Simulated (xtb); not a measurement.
HCl₂OTi, doublet, from a rough starting geometry (GFN-xTB shapes and energies of metal compounds can be far from the true ones) (the multiplicity is a formal guess).

Here is a job for xtb.
```
$ xtb mol.xyz --gfn 2 --uhf 1 --opt vtight --json

# file mol.xyz
5

Ti    -0.29128222     0.12176233    -0.17826821
Cl    -2.16126485    -0.81225310    -0.40619035
Cl    -0.48442223     2.00275610    -1.26365135
O      1.08965605    -0.49268089     0.57893740
H      1.79980473    -0.77859482     1.08598246
```

**Question.** Estimate the dipole moment that GFN2-xTB run with xtb 6.7.1 returns for this input.

**Answer.** 3.68 D

**Question.** Predict the total energy at the end of the optimisation from GFN2-xTB.

**Answer.** -15.3970 Eh
